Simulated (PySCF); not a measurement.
NMR data simulated for an unnamed compound:

¹H NMR (300 MHz, computed): δ 8.03 (m, 2H), 7.54 (m, 1H), 7.53 (m, 2H), 3.72 (m, 3H), 0.38 (m, 1H).

¹³C{¹H} NMR (computed): δ 148.4 (C), 138.1 (CH), 134.3 (CH), 133.9 (CH).

[PySCF 2.14.0 with density-fitted response routines: NMR shieldings at PBE0/pcSseg-1/GIAO; structure optimised with GFN2-xTB; isolated molecule; single conformer; rapidly exchanging positions averaged; non-relativistic Hamiltonian]

References, each an isolated molecule treated in the same way: ¹H (σref 31.72), ¹³C (σref 186.93) against TMS.

Which of these does the molecule contain: an OH group, a Si–H bond, an NH or NH2 group, a benzene ring, a three-membered ring, a CF3 group?

## Answers


- An OH group: no.
- A Si–H bond: yes (δH 3.72 (m)).
- An NH or NH2 group: no.
- A benzene ring: yes.
- A three-membered ring: yes.
- A CF3 group: no.

The data belong to SMILES [SiH3]p1[pH]p1-c1ccccc1, C₆H₉P₃Si; they needn't prove each group on their own.

Carbon signals by region: 4 in the sp2 and nitrile region (100–160 ppm).

Splittings by ³¹P in the carbon and heteronuclear signals aren't shown, as no couplings were computed. Shifts are as computed. Against solution values, carbons near 30 ppm lie about +3 ppm off and those near 130 ppm about +5 ppm. Of 1211 compounds with measured shifts, 218 miss one by over three times the rms of a fit or turn the order of signals round; such compounds aren't used in these exercises. No couplings were computed; multiplicities are counted from neighbouring protons, with m where these are inequivalent, close in shift, in a saturated or five-membered ring or joined by F or P, and br s for small geminal =CH2 splittings.
